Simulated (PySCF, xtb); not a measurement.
trisilylphosphine (H9PSi3), SMILES [SiH3]P([SiH3])[SiH3].

Geometry: PBE0-D3(BJ)/def2-SVP.

Level of theory: C-PCM-PBE0/def2-SVP run with PySCF.

The values are the electrostatic part of the solvation free energy, E(continuum) − E(gas) at the gas-phase geometry, in a cavity of scaled van der Waals radii (PySCF's table); cavitation and dispersion terms are not included. In vacuum the orbital gap is 7.40 eV. The dipole moment in vacuum is 0.76 D.

Computed values in water (ε = 78.36), acetone (ε = 20.49), benzene (ε = 2.27):
```csv
solvent,ε,ΔG(elec) (kcal/mol),dipole (D),gap (eV)
water,78.36,-0.8,1.14,7.52
acetone,20.49,-0.8,1.12,7.52
benzene,2.27,-0.4,0.93,7.46
```

For comparison, GFN2-xTB/ALPB(water) (xtb, at the GFN2-xTB geometry, all terms of that model) gives -0.8 kcal/mol.
